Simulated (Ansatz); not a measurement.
Compare A (`C=C1C[SiH2]S1`) with its isomer B (`C=C([SiH3])C=S`).

Gas-phase electronic energies from Ansatz, PBE0-D4/def2-TZVP geometries. CBS: MP2 limit from def2 TZ/QZ plus the TZ coupled-cluster correction, frozen cores. DFT in def2-TZVPP. B3LYP here is the variant with VWN-RPA as its local correlation; programs differ in this. One conformer a species, not always the lowest.

Q: Which is lower in electronic energy at CCSD(T)/CBS, and by how much? (Estimate.)

A: The calculation gave: A, by 119.1 kJ/mol.

Q: Give E(B) − E(A) in kJ/mol with B2PLYP, PBE0-D4, ωB97M-V, B3LYP-D4, r2SCAN-D4, MP2/def2-TZVPP, CCSD(T)/def2-TZVPP. (Best estimate.)

A: Ansatz gave: B2PLYP 111.0, PBE0-D4 138.8, ωB97M-V 128.4, B3LYP-D4 109.0, r2SCAN-D4 128.1, MP2/def2-TZVPP 125.4, CCSD(T)/def2-TZVPP 112.9. None reverses the order clearly.

Largest T1 diagnostic: 0.016.

From PBE to PBE0 (25 % exact exchange), in def2-TZVPP and without D4, E(B) − E(A) moves by +11.5 kJ/mol. In def2-TZVPP, CCSD(T) changes the Hartree–Fock value by +7.3 kJ/mol (the triples alone add −3.6 kJ/mol) and MP2 by +19.9 kJ/mol.
